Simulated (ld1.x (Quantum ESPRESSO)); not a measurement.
## Rb, TM: configuration errors across variants

```
Element                 : Rb (Z = 37)
Generator               : ld1.x (Quantum ESPRESSO) 7.5
Type                    : norm-conserving Troullier–Martins (Kleinman–Bylander form)
Functional              : PW91
Relativity              : scalar-relativistic
Frozen core             : [Ar] 3d10 4s2
Valence charge          : 7
Reference configuration : 4p6 5s1 5p0
Partial waves           : 5s (bound): rc 3.90 bohr; 4d channel at -0.05 Ry: rc 3.40 bohr; 4p (bound): rc 2.35 bohr
Local potential         : the p channel
Core correction         : a·sin(br)/r model core, default radius (core density twice the valence density)
```

All-electron excitation energies from the reference (eV): (1) 4p6 5s0 5p0 4.185; (2) 4p6 5s0.5 5p0 1.576; (3) 4p6 5s0 5p1 1.511.

The default core radius of the base comes out at 1.01 bohr.

Tests that are not counted but printed errors over 1 eV. “base”: 4p5 5s1 5p0 (solver errors, printed error -2.6 eV). “core correction a·sin(br)/r model core inside 1.02 bohr”: 4p5 5s1 5p0 (solver errors, printed error -2.6 eV). “core correction a·sin(br)/r model core inside 1.34 bohr”: 4p5 5s1 5p0 (solver errors, printed error -2.6 eV). “core correction a·sin(br)/r model core inside 1.86 bohr”: 4p5 5s1 5p0 (solver errors, printed error -2.6 eV). “core correction a·sin(br)/r model core inside 2.52 bohr”: 4p5 5s1 5p0 (solver errors, printed error -2.6 eV).

A true bound ghost makes a file unfit for plane-wave use even where its test errors are small: the radial tests pick states by their node count and pass the ghost by. Where a test does run into it, the solver fails or the error is huge.

Errors AE − PS in meV (a dash: test not solved or not reliable):

```csv
change,(1),(2),(3),bound ghosts
base,-0.8,-0.1,+9.1,s
core correction a·sin(br)/r model core inside 1.02 bohr,-0.8,-0.1,+9.1,s
core correction a·sin(br)/r model core inside 1.34 bohr,-0.8,-0.1,+9.1,s
core correction a·sin(br)/r model core inside 1.70 bohr,-0.7,-0.1,+9.2,s
core correction a·sin(br)/r model core inside 1.86 bohr,-0.7,-0.1,+9.2,s
core correction a·sin(br)/r model core inside 2.52 bohr,-0.5,0.0,+9.4,s
core correction a·sin(br)/r model core inside 2.80 bohr,+0.3,0.0,+9.9,s
```

Give the same row for: core correction a·sin(br)/r model core inside 2.16 bohr.

-0.7, -0.1, +9.3; bound ghosts: s.
